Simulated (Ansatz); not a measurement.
Born–Oppenheimer molecular dynamics of Cl₃F₃H₂MoO (10 atoms, charge 0, multiplicity 1). It starts at the highest image of a converged band. Of that band: The profile has 2 maxima (images 3, 5) with wells between them (image 4): this band takes more than one step, which may be the mechanism or a detour left from its start path. A vibrational analysis at the climbing image gives one clearly imaginary mode, 571i cm⁻¹: a first-order saddle point.

All numbers below come from Ansatz 0.2.0, RKS PBE/def2-SVP.

- ensemble: NVE (velocity Verlet)
- time step: 0.5 fs
- steps asked: 200
- starting velocities drawn for: 300 K
- seed: 9083

Frames 5 fs apart, positions in Å.

Velocities at 10 fs (Å/ps):

```
Mo -0.47 0.16 0.70
Cl -1.11 -2.30 -2.61
F -2.20 -2.60 -3.02
F -0.34 1.60 -0.45
Cl -0.39 2.01 -1.92
Cl 3.59 -0.11 2.35
F 1.81 -0.93 2.90
O -0.63 1.11 0.35
H 11.00 10.13 10.21
H -15.44 7.71 4.67
```

```xyz
10
Properties=species:S:1:pos:R:3 time_fs=10 energy_less_start_eV=0.163 T=142
Mo -0.224 0.024 -0.088
Cl 0.402 0.778 2.561
F 1.542 -0.328 0.152
F 0.282 1.819 -0.395
Cl -2.156 0.285 -1.518
Cl -0.671 -2.026 0.805
F 0.325 -0.649 -1.690
O -1.678 0.796 1.110
H -2.329 1.286 0.574
H -1.026 0.917 2.130
10
Properties=species:S:1:pos:R:3 time_fs=15 energy_less_start_eV=0.140 T=165
Mo -0.227 0.026 -0.084
Cl 0.397 0.766 2.548
F 1.540 -0.340 0.141
F 0.278 1.822 -0.396
Cl -2.157 0.295 -1.527
Cl -0.654 -2.027 0.817
F 0.332 -0.656 -1.683
O -1.683 0.798 1.111
H -2.339 1.371 0.627
H -1.103 1.000 2.121
10
Properties=species:S:1:pos:R:3 time_fs=20 energy_less_start_eV=0.031 T=269
Mo -0.230 0.030 -0.079
Cl 0.395 0.752 2.536
F 1.555 -0.351 0.137
F 0.272 1.815 -0.396
Cl -2.156 0.305 -1.533
Cl -0.639 -2.027 0.828
F 0.337 -0.667 -1.692
O -1.702 0.804 1.112
H -2.350 1.417 0.737
H -1.182 1.110 1.985
10
Properties=species:S:1:pos:R:3 time_fs=25 energy_less_start_eV=0.025 T=276
Mo -0.231 0.035 -0.074
Cl 0.396 0.738 2.522
F 1.580 -0.359 0.141
F 0.263 1.802 -0.393
Cl -2.153 0.315 -1.536
Cl -0.627 -2.026 0.840
F 0.336 -0.679 -1.710
O -1.742 0.814 1.114
H -2.414 1.471 0.788
H -1.233 1.222 1.885
10
Properties=species:S:1:pos:R:3 time_fs=30 energy_less_start_eV=-0.034 T=333
Mo -0.229 0.038 -0.071
Cl 0.400 0.722 2.504
F 1.606 -0.361 0.147
F 0.251 1.786 -0.389
Cl -2.147 0.324 -1.535
Cl -0.618 -2.023 0.850
F 0.329 -0.689 -1.728
O -1.804 0.837 1.117
H -2.464 1.439 0.741
H -1.228 1.282 1.917
10
Properties=species:S:1:pos:R:3 time_fs=35 energy_less_start_eV=-0.045 T=344
Mo -0.223 0.038 -0.068
Cl 0.404 0.707 2.482
F 1.626 -0.357 0.155
F 0.240 1.774 -0.384
Cl -2.139 0.331 -1.530
Cl -0.612 -2.019 0.859
F 0.317 -0.696 -1.740
O -1.867 0.868 1.130
H -2.526 1.404 0.608
H -1.313 1.204 1.873
10
Properties=species:S:1:pos:R:3 time_fs=40 energy_less_start_eV=-0.052 T=351
Mo -0.214 0.035 -0.066
Cl 0.407 0.691 2.455
F 1.636 -0.347 0.161
F 0.230 1.770 -0.379
Cl -2.129 0.338 -1.523
Cl -0.609 -2.013 0.867
F 0.301 -0.697 -1.741
O -1.932 0.887 1.130
H -2.514 1.391 0.534
H -1.406 1.252 1.973
10
Properties=species:S:1:pos:R:3 time_fs=45 energy_less_start_eV=-0.151 T=446
Mo -0.203 0.028 -0.063
Cl 0.409 0.675 2.423
F 1.637 -0.332 0.163
F 0.222 1.777 -0.375
Cl -2.118 0.345 -1.512
Cl -0.610 -2.005 0.874
F 0.284 -0.695 -1.732
O -1.983 0.894 1.133
H -2.501 1.476 0.514
H -1.608 1.321 1.918
10
Properties=species:S:1:pos:R:3 time_fs=50 energy_less_start_eV=-0.101 T=398
Mo -0.190 0.019 -0.059
Cl 0.407 0.660 2.385
F 1.631 -0.313 0.159
F 0.215 1.792 -0.371
Cl -2.106 0.351 -1.500
Cl -0.615 -1.998 0.880
F 0.269 -0.691 -1.715
O -2.031 0.891 1.123
H -2.461 1.562 0.549
H -1.745 1.458 1.929
10
Properties=species:S:1:pos:R:3 time_fs=55 energy_less_start_eV=-0.120 T=416
Mo -0.178 0.011 -0.051
Cl 0.404 0.644 2.343
F 1.626 -0.293 0.149
F 0.207 1.812 -0.367
Cl -2.095 0.356 -1.485
Cl -0.624 -1.990 0.885
F 0.260 -0.690 -1.696
O -2.075 0.898 1.120
H -2.456 1.570 0.507
H -1.795 1.411 1.875
10
Properties=species:S:1:pos:R:3 time_fs=60 energy_less_start_eV=-0.106 T=403
Mo -0.167 0.007 -0.041
Cl 0.398 0.629 2.298
F 1.629 -0.273 0.133
F 0.198 1.829 -0.362
Cl -2.084 0.360 -1.470
Cl -0.637 -1.985 0.889
F 0.261 -0.694 -1.681
O -2.118 0.906 1.111
H -2.478 1.514 0.414
H -1.710 1.349 1.948
10
Properties=species:S:1:pos:R:3 time_fs=65 energy_less_start_eV=-0.094 T=391
Mo -0.160 0.007 -0.028
Cl 0.391 0.616 2.253
F 1.645 -0.256 0.110
F 0.186 1.839 -0.355
Cl -2.074 0.364 -1.455
Cl -0.654 -1.983 0.892
F 0.270 -0.705 -1.671
O -2.146 0.907 1.108
H -2.486 1.492 0.407
H -1.675 1.284 1.848
```

Of the whole run (100 fs, mean temperature of the second half 381 K): The conserved energy stayed within 0.07 meV per atom of its start (net change 0.034 meV per atom), so the integration is sound. A run of 0.1 ps of so small a system gives no equilibrium averages. The orbitals stay closed-shell, which can raise the energy where a bond breaks towards radicals; this wasn't checked here.

Time of the run: 9.8 min on 4 threads of Arm Neoverse V1, on a shared host, peak memory 0.27 GiB.
